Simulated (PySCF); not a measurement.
WF₃⁺: from structure and modes to constants

Method: PySCF, UPBE0, basis W def2-TZVP with ECP60, F def2-TZVP (scalar-relativistic core potentials, no spin–orbit coupling, density fitting).

The triplet minimum has C2v symmetry. Masses (u): W 183.95093, F 18.99840.

```xyz
4
charge 1 multiplicity 3, angstrom
W     0.0307    0.0000    0.0000
F     1.8091    0.0000    0.0000
F    -1.0687    1.4226    0.0000
F    -1.0687   -1.4226    0.0000
```

Harmonic wavenumbers (cm⁻¹): 31.8 (b2, ×1), 108.9 (b1, ×1), 203.2 (a1, ×1), 720.4 (b2, ×1), 802.7 (a1, ×1), 818.8 (a1, ×1).

(1) Find the principal moments of inertia and the rotational constants. What kind of rotor is it?

(2) What is the harmonic zero-point energy?

Answers

(1) About the centre of mass I = 76.893, 105.74, 182.63 u Å². With B = 16.8576/I this gives 0.2192, 0.1594, 0.0923 cm⁻¹. The molecule is an asymmetric top with κ = 0.06.

(2) Half the sum of all 6 wavenumbers, 2686/2 = 1343 cm⁻¹, which is 16.1 kJ/mol (1 cm⁻¹ = 0.0119627 kJ/mol).

Other isomers or separated fragments may lie lower. Other spin states or occupations of the open shell can lie lower. No spin–orbit coupling is included, which matters more the heavier the element.
